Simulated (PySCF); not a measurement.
C₇H₁₂.
Atom-mapped SMILES: `[CH3:1][CH2:2][CH2:3][C:4]1=[CH:5][CH2:6][CH2:7]1` (hydrogens: H8, H9, H10 on C1; H11, H12 on C2; H13, H14 on C3; H15 on C5; H16, H17 on C6; H18, H19 on C7)

Geometry (PBE0-D3(BJ)/def2-SVP, Å), atoms numbered from 1 in this order:
```xyz
19
C7H12 angstrom
C      2.3056    0.4061    0.3262
C      1.7111   -0.7991   -0.3836
C      0.5208   -0.4504   -1.2822
C     -0.6342    0.1118   -0.5338
C     -1.3384    1.2573   -0.5728
C     -2.2634    0.8656    0.5533
C     -1.4490   -0.4606    0.6084
H      2.6721    1.1524   -0.3972
H      1.5560    0.9074    0.9586
H      3.1521    0.1195    0.9686
H      2.4845   -1.2934   -0.9949
H      1.3908   -1.5492    0.3606
H      0.1928   -1.3645   -1.8098
H      0.8322    0.2676   -2.0600
H     -1.2705    2.1533   -1.1972
H     -3.3266    0.7437    0.2860
H     -2.2052    1.4838    1.4650
H     -0.9005   -0.6287    1.5506
H     -2.0228   -1.3731    0.3731
```

Computed with PySCF at B3LYP/def2-SVPD, non-relativistic, on one gas-phase PBE0-D3(BJ)/def2-SVP geometry that isn't relaxed in the solvent. The solvent is an IEF-PCM continuum (cavity from Bondi-type radii × 1.2), and excitations are vertical TDDFT with non-equilibrium linear response and a frozen core. Only the electrostatic response of the medium enters.

```json
{"run": "gas", "E − E(gas) (kcal/mol)": "0.00", "HOMO (eV)": "-6.57", "HOMO–LUMO gap (eV)": "6.83", "dipole (D)": "0.41", "lowest singlet (eV)": "6.21", "static polarisability (au)": "83.9"}
{"run": "P", "E − E(gas) (kcal/mol)": "-0.95", "HOMO (eV)": "-6.53", "HOMO–LUMO gap (eV)": "6.86", "dipole (D)": "0.60", "lowest singlet (eV)": "6.26", "static polarisability (au)": "109.6"}
{"run": "Q", "E − E(gas) (kcal/mol)": "-1.12", "HOMO (eV)": "-6.54", "HOMO–LUMO gap (eV)": "6.87", "dipole (D)": "0.64", "lowest singlet (eV)": "6.27", "static polarisability (au)": "115.2"}
```

Task: The runs were made in dichloromethane and dimethylsulfoxide. Which run belongs to which solvent?

Result: P = dichloromethane, Q = dimethylsulfoxide. The dielectric constants are 8.93 (dichloromethane), 46.83 (dimethylsulfoxide), and the energy falls further as ε rises. The optical constants n² used for the excitations are 2.03, 2.19 in the same order. In this model the ground state sees the solvent through ε alone.

Task: How constant is the ratio of the lowering to (ε − 1)/(2ε + 1)?

Result: 
```tsv
solvent	(ε − 1)/(2ε + 1)	E − E(gas) (kcal/mol)	ratio (kcal/mol)	polarisation term (kcal/mol)
dichloromethane	0.420	-0.95	-2.2	-1.02
dimethylsulfoxide	0.484	-1.12	-2.3	-1.23
```

The ratio changes by +2.5 % in size from dichloromethane to dimethylsulfoxide. The polarisation term is half the interaction of the solute with the induced surface charges.

Cost: about 90 s of CPU time on one thread; the machine was shared, so the figure is rough. This is the whole response run at B3LYP/def2-SVPD in dimethylsulfoxide, SCF included.
